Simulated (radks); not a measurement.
The neodymium ion Nd2+ inside a hard spherical wall (all orbitals vanish at R), configuration held at [Xe] 4f4 and not refilled when levels cross. Calculated with a radial shooting solver on a logarithmic mesh with Libxc functionals: scalar-relativistic Kohn-Sham, LDA (Slater exchange, Perdew-Wang correlation), spin-polarised, spherical densities, finite nucleus; open shells are filled with parallel spins first (spin-orbit coupling, left out, can overturn this in heavy ions); Fermi nuclear charge, rms radius 4.9123 fm. Eigenvalues in eV for spin up, with the zero of energy where the potential of the charges vanishes at infinity; a dash marks a level that is unbound or too diffuse for the functional's potential to be trusted. A positive occupied level is held by the wall or, in an anion where self-interaction has pushed it up, behind a barrier. The pressure on the wall is -dE/dV.

R (bohr)	E (hartree)	kinetic (hartree)	e(4d)	e(5s)	e(5p)	e(4f)	e(5d, empty)	e(6s, empty)	pressure (GPa)
free	-9616.0426	10230.880	-130.44	-54.311	-35.678	-15.719	-13.957	-13.517	0
15	-9616.0426	10230.880	-130.44	-54.311	-35.678	-15.719	-13.957	-13.517	< 0.0001
10	-9616.0426	10230.880	-130.44	-54.311	-35.678	-15.719	-13.956	-13.513	< 0.0001
8	-9616.0426	10230.881	-130.44	-54.310	-35.677	-15.717	-13.948	-13.459	0.000988
7	-9616.0425	10230.882	-130.43	-54.304	-35.672	-15.709	-13.917	-13.290	0.00923
6	-9616.0418	10230.889	-130.38	-54.274	-35.644	-15.668	-13.782	-12.690	0.105
5	-9616.0356	10230.952	-130.14	-54.103	-35.480	-15.442	-13.211	-10.608	1.51
3	-9615.2010	10236.241	-121.39	-47.311	-27.650	-7.090	0.738	27.590	535
2.5	-9613.1475	10246.270	-110.29	-36.888	-14.949	3.872	19.376	73.792	2720
2	-9605.5278	10277.366	-86.474	-6.504	21.635	28.954	67.900	186.37	16500
